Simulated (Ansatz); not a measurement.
Cl₂H₂O₂Zr, SMILES [Cl][Zr]([Cl])([OH])[OH], multiplicity 1.

Geometry optimised at B3LYP-D3(BJ)/def2-SVP. The spin state was assumed, not searched. The structure was generated by enumeration; whether it is a known compound was not checked. The def2 effective core potentials stand for the cores of Zr; spin–orbit coupling is left out. Other conformers were not sampled.

Two levels are set side by side: PBE/def2-SVPD (Ansatz, a first-principles code) and PBE0/def2-SVPD (Ansatz). Energy differences of separate SCF runs at the same geometry; the states with an electron removed or added have multiplicity 2 and 2. Differences are taken from unrounded values.

| quantity | PBE0 | PBE | PBE minus PBE0 |
|---|---|---|---|
| vertical ionisation energy (eV) | 11.02 | 10.45 | -0.58 |
| vertical singlet–triplet gap (eV) | 5.87 | 5.53 | -0.34 |
